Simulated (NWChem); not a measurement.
## Correlation energy of In

```
In
```
Charge 0, spin multiplicity 2.

The numbers come from NWChem runs, not from measurements.

Basis set: def2-QZVP. Each correlation energy counts from its own Hartree-Fock reference.

Effective core potentials replace the inner electrons of In; spin-orbit coupling is left out. The correlated methods keep 4 core orbitals frozen. No SCF solution was tested for a lower state. Open-shell Hartree-Fock references start from PBE0 orbitals. Coupled-cluster values serve here as a point of comparison, not as the truth.

Order these methods by the correlation energy they give, lowest first: CCSD(T) on ROHF, CCSD on ROHF, UMP2, SCS-UMP2.

UMP2 (-434.6 mHa), CCSD(T) on ROHF (-420.1 mHa), CCSD on ROHF (-409.7 mHa), SCS-UMP2 (-383.1 mHa)
